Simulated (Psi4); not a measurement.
C4H10BBrO, singlet, geometry from GFN2-xTB, atoms displaced at random by about 0.03 Å a coordinate; HF/STO-3G, gradient in Psi4 1.11.

Psi4 was given this input:
```
memory 2 GB

molecule mol {
0 1
  B    -0.614875   -0.256881   -0.231815
  Br    1.010826    0.818017   -0.286871
  C    -1.505870   -0.258303   -1.525091
  C    -1.808777    1.085723   -2.100228
  H    -2.468556   -0.759644   -1.337364
  H    -1.040891   -0.833035   -2.334806
  H    -0.884659    1.630035   -2.439658
  H    -2.342090    1.769960   -1.398744
  H    -2.431944    1.014482   -3.038556
  O    -0.965292   -0.853567    0.817965
  C    -0.297082   -0.968539    2.078183
  C     0.706711   -2.227482    2.008533
  H     0.231913   -0.072420    2.300581
  H    -1.055469   -1.142402    2.851568
  H     1.417054   -1.981447    1.268076
  H     1.174859   -2.340842    2.963215
  H     0.171792   -3.099005    1.796168
symmetry c1
no_reorient
no_com
}

set basis sto-3g
set reference rhf

gradient('scf')
print_variables()
```

It wrote (shortened):

```
gradient() will perform analytic gradient computation.

   => Loading Basis Set <=

    Name: STO-3G
    Role: ORBITAL
    Keyword: BASIS

         ---------------------------------------------------------
                                   SCF
               by Justin Turney, Rob Parrish, Andy Simmonett
                          and Daniel G. A. Smith
                              RHF Reference
         ---------------------------------------------------------

  ==> Geometry <==

    Molecular point group: c1
    Full point group: C1

    Geometry (in Angstrom), charge = 0, multiplicity = 1:

       Center              X                  Y                   Z               Mass
    ------------   -----------------  -----------------  -----------------  -----------------
         B           -0.614875000000    -0.256881000000    -0.231815000000    11.009305360000
         BR           1.010826000000     0.818017000000    -0.286871000000    78.918337600000
         C           -1.505870000000    -0.258303000000    -1.525091000000    12.000000000000
         C           -1.808777000000     1.085723000000    -2.100228000000    12.000000000000
         H           -2.468556000000    -0.759644000000    -1.337364000000     1.007825032230
         H           -1.040891000000    -0.833035000000    -2.334806000000     1.007825032230
         H           -0.884659000000     1.630035000000    -2.439658000000     1.007825032230
         H           -2.342090000000     1.769960000000    -1.398744000000     1.007825032230
         H           -2.431944000000     1.014482000000    -3.038556000000     1.007825032230
         O           -0.965292000000    -0.853567000000     0.817965000000    15.994914619570
         C           -0.297082000000    -0.968539000000     2.078183000000    12.000000000000
         C            0.706711000000    -2.227482000000     2.008533000000    12.000000000000
         H            0.231913000000    -0.072420000000     2.300581000000     1.007825032230
         H           -1.055469000000    -1.142402000000     2.851568000000     1.007825032230
         H            1.417054000000    -1.981447000000     1.268076000000     1.007825032230
         H            1.174859000000    -2.340842000000     2.963215000000     1.007825032230
         H            0.171792000000    -3.099005000000     1.796168000000     1.007825032230

  Running in c1 symmetry.

  Rotational constants: A =      0.06820  B =      0.04150  C =      0.02801 [cm^-1]
[...]
  @DF-RHF Final Energy: -2798.44533024780640
    Total Energy =                      -2798.4453302478063961
[...]
         H            0.171792000000    -3.099005000000     1.796168000000     1.007825032230

  Nuclear repulsion =  501.388565068818764

  ==> Basis Set <==

  Basis Set: STO-3G
    Blend: STO-3G
    Number of shells: 36
    Number of basis functions: 58
    Number of Cartesian functions: 59
    Spherical Harmonics?: true
    Max angular momentum: 2

  ==> DFJKGrad: Density-Fitted SCF Gradients <==

    Gradient:                    1
    J tasked:                  Yes
    K tasked:                  Yes
    wK tasked:                  No
    Integrals threads:           1
    Schwarz Cutoff:          1E-12
    Fitting Condition:       1E-10

   => Auxiliary Basis Set <=

  Basis Set: (STO-3G AUX)
    Blend: DEF2-UNIVERSAL-JKFIT
    Number of shells: 270
    Number of basis functions: 898
    Number of Cartesian functions: 1109
    Spherical Harmonics?: true
    Max angular momentum: 5

  -Total Gradient:
     Atom            X                  Y                   Z
    ------   -----------------  -----------------  -----------------
       1       -0.042614996466    -0.055524252646     0.058065190486
       2        0.003712821358     0.006007670861    -0.000978553991
       3        0.019470178969     0.045944041816     0.009406916194
       4        0.008462936492    -0.076755148680     0.046599154396
       5       -0.012297793970    -0.002645165426    -0.002727052387
       6       -0.002528200153     0.000414645949    -0.010711834470
       7        0.021759369907     0.016823890996    -0.015437347284
       8       -0.010533587618     0.017619053920     0.013017830376
       9       -0.013345031609     0.002583920954    -0.031327808343
      10        0.032044735216     0.044747937126    -0.071125082120
      11       -0.006856155631     0.061486569909     0.010282622298
      12        0.033030418689    -0.073243034541    -0.025431323642
      13       -0.016929561187    -0.023520234649    -0.005995971808
      14        0.000393979465    -0.001545605685     0.003281060567
      15       -0.023159615900     0.004241598587     0.020324211803
      16       -0.009973110374     0.000371275982    -0.011871017692
      17        0.019363612652     0.032992835124     0.014629005605

  Variable Map:
  ----------------------------------------------------------------------------
[...]
  Array Variable Map:
  ----------------------------------------------------------------------------
[...]
[...]
```
